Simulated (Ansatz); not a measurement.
Ansatz results at the PBE0-D4/def2-TZVP geometry: size of the dipole moment (ωB97M-V/def2-TZVPP) 1.80 D; size of the dipole moment (PBE/def2-TZVPP) 1.76 D; vertical ionisation energy (CCSD(T)/def2-TZVPP) 9.51 eV.

Each molecule was computed in one conformer, which needn't be the lowest.

(1) Which molecule gave them?
A. `C[O][Ga]([CH3])[NH2]`
B. `[F][Ga]([Cl])[Cl]`
C. `[SiH3][Ga]([Cl])[Cl]`
D. `C[NH][GaH2]`

Answers

(1) A. The others give `[SiH3][Ga]([Cl])[Cl]`: 2.71, 2.57, 10.50; `C[NH][GaH2]`: 0.90, 1.19, 8.93; `[F][Ga]([Cl])[Cl]`: 0.85, 0.81, 12.35.
